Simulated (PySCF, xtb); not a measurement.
C2HCl3, SMILES ClC(Cl)=CCl.

Harmonic wavenumbers (cm⁻¹) from GFN2-xTB in xtb at its own minimum, in rising order: 139, 192, 244, 354, 412, 593, 742, 781, 831, 1168, 1601, 3087.

What does B3LYP-D3(BJ)/def2-SVP run with PySCF 2.14.0 give at its own minimum? (An estimate is asked for; the answer gives what the named calculation found.)

171, 204, 276, 385, 465, 632, 794, 844, 927, 1246, 1653, 3228. Paired by order, the mean absolute difference is 57 cm⁻¹ and the zero-point energies are 14.5 and 15.5 kcal/mol.
